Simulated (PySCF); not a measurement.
# MoI₃, quartet: molecular constants

These are results of UB3LYP in PySCF with Mo def2-TZVP with ECP28, I def2-TZVP with ECP28; scalar-relativistic core potentials, no spin–orbit coupling; density-fitted integrals, not measurements.

The structure is a minimum.

* Point group: D3h
* Bond lengths: Mo–I 2.606 Å (×3)
* Bond angles: I–Mo–I 120.0° (×3)
* Dipole moment: 0.00 D
* Highest occupied level (α): -6.56 eV
* Atomisation energy without zero-point energy: 800 kJ/mol
* Principal quadrupole moments (Buckingham, traceless) about the centre of mass: -1.13, 0.57, 0.57 D Å
* Rotational symmetry number: 6
* Rotational constants: 0.01304, 0.01304, 0.006518 cm⁻¹
* Entropy at 298.15 K and 1 bar (electronic part: spin only): 412.4 J/(mol K)
* Zero-point energy: 4.8 kJ/mol
* Spin squared ⟨S²⟩: 3.794
* Heat capacity Cp at 298.15 K: 80.6 J/(mol K)
* Enthalpy at 298.15 K above 0 K: 20.73 kJ/mol
* Lowest empty level (α): -4.03 eV
* Principal polarisabilities: 94.0, 182.5, 182.5 bohr³

Harmonic modes (masses in u: Mo 97.905, I 126.904):
| symmetry | ω (cm⁻¹) | IR (km/mol, summed over degenerate members) |
| --- | --- | --- |
| a2'' | 36 | 1.1 |
| e' | 46 | 0.4 |
| a1' | 158 | 0.0 |
| e' | 263 | 74.7 |

In D3h the vibrations span a2'' + 2e' + a1'. The a1' mode carries no infrared intensity, as symmetry demands.

Charges (e):
```json
{"atom": "Mo1", "Mulliken": "0.73", "Löwdin": "-0.53", "polar tensor": "1.14", "spin (Mulliken)": "3.09", "Mayer order to Mo1": "–"}
{"atom": "I2,3,4", "Mulliken": "-0.24", "Löwdin": "0.18", "polar tensor": "-0.38", "spin (Mulliken)": "-0.03", "Mayer order to Mo1": "1.17"}
```

Mulliken populations on Mo1 (electrons outside its core potential): s 2.48, p 6.27, d 4.52, f 0.01.

Outer orbital energies (eV). α occupied: -8.92, -8.29, -8.29, -8.14, -7.60, -7.20, -6.56, -6.56; empty: -4.03, -4.03, -0.50, -0.46. β occupied: -9.20, -9.20, -8.33, -8.33, -8.07, -8.07, -7.96, -7.70; empty: -3.13, -3.13, -2.98, -2.93.

Formally Mo is in oxidation state +3, d3, with 3 unpaired electrons (the high-spin count). The Mulliken spin on Mo is 3.09. The polar-tensor charge on Mo, 1.14, is far below the formal one.

Only a few start shapes were tried, so a lower isomer may exist. Other spin states or occupations of the open shell can lie lower. No spin–orbit coupling is included, which matters more the heavier the element.

The final relaxation and frequency run took 2.3 min on 4 threads of a shared Arm Neoverse V1 host, with 190 basis functions and 7 gradients; the process peaked at 2 GiB. Launch command: `OMP_NUM_THREADS=4 python axn.py task.json out`.
